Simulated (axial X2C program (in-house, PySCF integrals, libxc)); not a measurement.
**InI: from Re and ωe to a spectrum**

A bond curve at the CCSD(T) level, two-component, was computed with an axial X2C code built on PySCF integrals (basis I dyall-cv3z [11s12p8d4f1g], In dyall-cv3z [11s12p9d4f1g] (cores contracted in-house)) for the state Ω = 0 (closed shell). Its fit gives Re = 2.8028 Å, ωe = 172.5 cm⁻¹, ωexe = 0.327 cm⁻¹ and αe = 9.850e-05 cm⁻¹; the masses are 126.9045 and 114.9039 u. Two-component means X2C with spin–orbit coupling and atomic mean-field Coulomb and Gaunt terms.

Correlated methods: 10 electrons correlated (number of frozen shells: I 4 s, 3 p, 2 d; In 4 s, 3 p, 2 d), 308 virtual spin orbitals or spinors in MP2, 90 natural virtuals in coupled cluster.

Question: Find the reduced mass, Be and the force constant.

Answer: From the CCSD(T) values: μ = 60.3032 u. Be = 16.8576/(μ Re²) = 0.03559 cm⁻¹. k = 5.8918×10⁻⁷ μ ωe² = 1.06 mdyn/Å.

Question: Where do the fundamental and the first overtone lie?

Answer: ν(1←0) = ωe − 2ωexe = 171.8 cm⁻¹; ν(2←0) = 2ωe − 6ωexe = 343.0 cm⁻¹.

Question: Estimate De from a Morse curve and compare with the computed well depth of 3.081 eV to I + In.

Answer: De(Morse) = ωe²/(4ωexe) = 2.821 eV against 3.081 eV computed, a ratio of 0.92. For De the Morse form works well here.

Question: Give B0, the J = 1←0 line in GHz and the most populated J at 300 K (kT = 208.5 cm⁻¹).

Answer: B0 = Be − αe/2 = 0.03554 cm⁻¹; 2B0 = 2.131 GHz; J(max) ≈ √(kT/2B0) − 1/2 = 53.7, so J = 54.

Question: Estimate the centrifugal constant by the Kratzer relation.

Answer: D = 4Be³/ωe² = 6.06e-09 cm⁻¹.

The state is a single determinant with fixed occupations, the lowest that a limited PBE0 search found. De is counted from the lowest determinant-based energies of the atoms at the same level, without counterpoise correction. Coupled cluster ran in a truncated set of natural virtual spinors; the MP2 energy of the rest was added. (T) has no such correction and the atoms are truncated less, which lowers De at CCSD(T) by a hundredth of an eV or more. With the outer-core shells frozen, correlated bond lengths of heavy atoms tend to come out a few hundredths of an ångström too long.
